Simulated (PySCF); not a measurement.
## Bi: excitation energy

Bi [Xe] 4f14 5d10 6s2 6p3 (4S) → Bi [Xe] 4f14 5d10 6s2 6p2 7s1, s spin flipped, as a difference of total energies. Computed with PySCF 2.14 in aug-cc-pVQZ-DK3, with scalar relativity by spin-free X2C-1e. Correlated levels: valence: [Xe] 4f14 5d10 frozen. The calculations carry no spin-orbit coupling.

| method | excitation energy (eV) |
| --- | --- |
| UHF | 5.430 |
| MP2 (valence) | 5.550 |
| SCS-MP2 (valence) | 5.427 |

Question: How much does correlation contribute at MP2 (valence)?

Answer: 5.550 − (5.430) = 0.120 eV, measured against UHF.

Spin-orbit coupling is strong in these open shells (close to jj coupling). The scalar numbers leave it out and a first-order estimate fails, so it can dominate the gap to the real levels.

The upper determinant mixes two multiplicities, so it lies between the two terms.

The promoted electron is Rydberg-like, and one or two diffuse shells describe it only roughly, which tends to raise the upper state.
